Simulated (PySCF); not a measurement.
Isomers of C6H10O, mass 98.073 u with the commonest isotopes. The calculation used CAM-B3LYP/def2-SVPD in PySCF (dipole) on a GFN2-xTB geometry, gas phase. One conformer each, none proved a minimum here; rigid rotors.

Problem. Order these by out-of-plane moment Σ m c² = (Ia + Ib − Ic)/2, largest first.
A. `[CH2:1]=[CH:2]/[CH:3]=[CH:4]\[CH2:5][O:6][CH3:7]` with C1–C2–C3–C4 -179°, C3–C4–C5–O6 -179°, C4–C5–O6–C7 -179°
B. `[CH3:1][O:2][C:3]1=[CH:4][CH2:5][CH2:6][CH2:7]1` with C1–O2–C3–C4 -1°, C3–C4–C5–C6 -13°, C4–C5–C6–C7 21°, C5–C6–C7–C3 -21°, O2–C3–C7–C6 -167°
C. `[CH3:1][O:2][CH2:3][CH:4]=[C:5]1[CH2:6][CH2:7]1` with C1–O2–C3–C4 68°, O2–C3–C4–C5 -114°
D. `[CH3:1][C:2]1=[CH:3][CH2:4][CH2:5][CH2:6][O:7]1` with C2–C3–C4–C5 -17°, C3–C4–C5–C6 45°, C4–C5–C6–O7 -62°, C5–C6–O7–C2 44°

Solution. C (28.77 u·Å²), D (10.38 u·Å²), B (7.34 u·Å²), A (3.20 u·Å²).

Problem. Order these by radius of gyration √(Σ m r²/M), largest first.
A. `[CH2:1]=[CH:2]/[CH:3]=[CH:4]\[CH2:5][O:6][CH3:7]` with C1–C2–C3–C4 -179°, C3–C4–C5–O6 -179°, C4–C5–O6–C7 -179°
B. `[CH3:1][O:2][C:3]1=[CH:4][CH2:5][CH2:6][CH2:7]1` with C1–O2–C3–C4 -1°, C3–C4–C5–C6 -13°, C4–C5–C6–C7 21°, C5–C6–C7–C3 -21°, O2–C3–C7–C6 -167°
C. `[CH3:1][C:2]1=[CH:3][CH2:4][CH2:5][CH2:6][O:7]1` with C2–C3–C4–C5 -17°, C3–C4–C5–C6 45°, C4–C5–C6–O7 -62°, C5–C6–O7–C2 44°
D. `[CH3:1][O:2][CH2:3][CH:4]=[C:5]1[CH2:6][CH2:7]1` with C1–O2–C3–C4 68°, O2–C3–C4–C5 -114°

Solution. A (2.392 Å), D (2.061 Å), B (1.871 Å), C (1.757 Å).

Problem. Order these by rotational constant A, smallest first.
A. `[CH3:1][O:2][CH2:3][CH:4]=[C:5]1[CH2:6][CH2:7]1` with C1–O2–C3–C4 68°, O2–C3–C4–C5 -114°
B. `[CH3:1][O:2][C:3]1=[CH:4][CH2:5][CH2:6][CH2:7]1` with C1–O2–C3–C4 -1°, C3–C4–C5–C6 -13°, C4–C5–C6–C7 21°, C5–C6–C7–C3 -21°, O2–C3–C7–C6 -167°
C. `[CH3:1][C:2]1=[CH:3][CH2:4][CH2:5][CH2:6][O:7]1` with C2–C3–C4–C5 -17°, C3–C4–C5–C6 45°, C4–C5–C6–O7 -62°, C5–C6–O7–C2 44°
D. `[CH2:1]=[CH:2]/[CH:3]=[CH:4]\[CH2:5][O:6][CH3:7]` with C1–C2–C3–C4 -179°, C3–C4–C5–O6 -179°, C4–C5–O6–C7 -179°

Solution. C (4819 MHz), A (5887 MHz), B (6262 MHz), D (10257 MHz).

```csv
SMILES,point group,Ia (u·Å²),Ib (u·Å²),Ic (u·Å²),κ,μa (D),μb (D),μc (D)
CC1=CCCCO1,C1,104.88,208.28,292.41,-0.55,0.90,0.48,0.21
COCC=C1CC1,C1,85.84,359.41,387.71,-0.96,1.71,0.82,0.31
COC1=CCCC1,C1,80.70,269.94,335.96,-0.85,0.24,0.81,0.02
C=C/C=C\COC,–,49.27,515.27,558.14,-0.98,0.07,1.33,0.03
```
